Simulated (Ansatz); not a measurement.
A made-up structure of H2SeS, singlet:

```xyz
4
angstrom
S -0.2780 -0.9790 0.6361
Se -0.6148 0.6098 -0.8328
H 0.9503 -1.3459 0.2285
H -0.8554 -1.4282 1.7826
```

It is relaxed with PBE-D4/def2-SVP and then PBE0-D4/def2-TZVP (Ansatz 0.2.0). Atoms count as bonded within 1.22 times the sum of their covalent radii (H–H: 0.88 Å). The end point is not checked to be a true minimum.

Problem. Does its bonding change? (A judgement: the text doesn't fix the answer.)

Solution. Computed: No: no bond forms or breaks.

Where it ends: The first stage lowers the energy by 1.44 eV in 7 steps. It ends as H₂SeS ([SH2][Se]):
```xyz
4
angstrom
S -0.3956 -1.2633 0.2794
Se -0.6975 0.6586 -0.6108
H 0.9348 -1.3958 0.5330
H -0.6395 -1.1430 1.6128
```

Labels in which every atom is bracketed show which atoms are joined, not bond orders.

For scale, one of the runs: PBE0-D4/def2-TZVP relaxation, 97 basis functions, launched by `ansatz run in.yaml --threads 2 --pin off --events-out ev --progress --plain --max-ram 4352MiB`. The run took about 9 s on 2 CPU threads of an Intel Xeon 6975P-C (shared host).
